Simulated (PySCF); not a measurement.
Gas-phase reaction: 3 ZrI4 + 2 O3 → 3 ZrO2 + 6 I2

Method: PySCF energies plus ideal-gas RRHO corrections (1 bar). † marks an energy on the PBE0/def2-TZVP geometry and frequencies; other levels use their own. MP2 freezes the core. All species are closed-shell singlets. I, Zr: scalar-relativistic def2 core potential, no spin-orbit coupling. MP2 isn't extrapolated to the basis-set limit. Strong static correlation: O3.

MP2/def2-SVP† gives ΔH°(298 K) = 443 kJ.

Q: What do PBE/def2-TZVP†, r2SCAN/def2-TZVP†, PBE0/def2-TZVP give?

A: PBE/def2-TZVP†: 311 kJ; r2SCAN/def2-TZVP†: 397 kJ; PBE0/def2-TZVP: 334 kJ. For scale, ΔH°(298 K) is 443 kJ at this level, 307 kJ at ωB97M-V/def2-TZVP†, and runs from 172 to 482 kJ over the 16 levels computed.
